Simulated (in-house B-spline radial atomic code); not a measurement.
Ionising the promethium ion Pm²⁺ with different functionals

Computed with a radial B-spline atomic code at the basis-set limit: four-component Dirac-Coulomb Hamiltonian, Fermi nucleus of rms radius 4.962 fm, spin-restricted, spherical fractional occupations for the functionals, and exact exchange of hybrids averaged over the configuration. The ionisation energy is the difference of two self-consistent energies, [Xe] 4f5 → [Xe] 4f4, without Breit or QED terms; ε is the level of the shell that loses the electron (mean over j). The electron is taken from both j subshells in proportion to 2j + 1, so the result is a j average, not the step between ground levels.

| method | rung | ΔSCF (eV) | -ε(4f) (eV) |
| --- | --- | --- | --- |
| B97-1 | global hybrid | 22.47 | 16.99 |
| PBE0 | global hybrid | ? | ? |
| LC-wPBE | range-separated hybrid | 22.71 | 20.04 |
| wB97X | range-separated hybrid | ? | ? |

Question: What does PBE0 give?

Answer: ΔSCF 22.43 eV, and -ε(4f) = 17.42 eV.

Question: What does wB97X give?

Answer: ΔSCF 22.32 eV, and -ε(4f) = 19.77 eV.

Question: Among the functionals, which spreads more, the ΔSCF values or the orbital energies?

Answer: The orbital energies: ΔSCF values span about 0.39 eV and the orbital energies 3.05 eV; here energy differences depend much less on the functional than eigenvalues do.

Question: How do they compare with the NIST value?

Answer: NIST lists 22.44 eV ± 0.08 (semi-empirical, ground level to ground level). Errors run from -0.12 to +0.27 eV; PBE0 is closest (-0.01 eV), though others lie within the uncertainty of it, and part of that can be cancellation, since the calculations leave out Breit-QED terms, spin polarisation, the choice among j levels, multiplet and fine-structure energies.
